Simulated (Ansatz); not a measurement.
Geometry optimisation, Ansatz, RKS B3LYP/def2-SVP.

input.yaml

```yaml
crystal:
  periodic: [false, false, false]
  atoms:
    - { symbol: F, position_ang: [0.2055, -0.9914, 1.6554] }
    - { symbol: C, position_ang: [0.6007, -0.4845, 0.4212] }
    - { symbol: F, position_ang: [1.0357, -1.5402, -0.3464] }
    - { symbol: Al, position_ang: [-0.8209, 0.4209, -0.5417] }
    - { symbol: H, position_ang: [1.4279, 0.2395, 0.5639] }
    - { symbol: H, position_ang: [-1.7487, 1.5042, 0.2722] }
    - { symbol: H, position_ang: [-0.639, 0.7834, -2.0703] }
basis:
  gaussian: { orbitals: def2-SVP }
hamiltonian:
  xc: b3lyp
relax:
  f_tol: 0.015
  max_steps: 40
```

Run as:

```bash
$ ansatz run input.yaml --threads 1 --pin off --max-ram 2048MiB --backend cpu --events-out ev --progress --plain --runs-dir out
```

**Question.** Where does it end, and by what steps?

**Answer.** It converged. The force dipped under the threshold on the way, but the program's further checks kept it going. After 28 steps the energy has fallen by 0.387 eV; H6 moved furthest, 1.04 Å. Joined: F3–Al4.

```
step  energy less start (eV)  largest force component (eV/Å)  accepted
   0                  0.0000                           1.981       yes
   1                 -0.2279                           0.569       yes
   2                 -0.2620                           0.315       yes
   3                 -0.2726                           0.143       yes
   4                 -0.2745                           0.043       yes
   5                 -0.2747                           0.011       yes
   6                 -0.2759                           0.096       yes
   7                 -0.2651                           0.587        no
   8                 -0.2766                           0.091       yes
   9                 -0.2814                           0.067       yes
  10                 -0.2841                           0.225       yes
  11                 -0.2878                           0.172       yes
  12                 -0.2929                           0.158       yes
  13                 -0.2984                           0.169       yes
  14                 -0.2995                           0.242       yes
  15                 -0.3019                           0.183       yes
  16                 -0.3038                           0.074       yes
  17                 -0.3032                           0.243        no
  18                 -0.3043                           0.011       yes
  19                 -0.3052                           0.107       yes
  20                 -0.3117                           0.366       yes
  21                 -0.3361                           0.396       yes
  22                 -0.3693                           0.368       yes
  23                 -0.3561                           0.868        no
  24                 -0.3805                           0.399       yes
  25                 -0.3776                           0.825        no
  26                 -0.3868                           0.114       yes
  27                 -0.3873                           0.063       yes
  28                 -0.3874                           0.013       yes
```

```xyz
7
Properties=species:S:1:pos:R:3
F 0.568 -0.552 1.841
C 0.761 -0.145 0.593
F 0.073 -1.252 -0.333
Al -0.710 0.505 -0.571
H 1.820 -0.285 0.326
H -2.148 0.562 0.073
H -0.302 1.099 -1.976
```

Whether the end is a true minimum wasn't checked by a vibrational analysis.

The run took 54 s on 1 thread of Intel(R) Xeon(R) Platinum 8488C (Sapphire Rapids), on a shared host, peak memory 0.16 GiB.
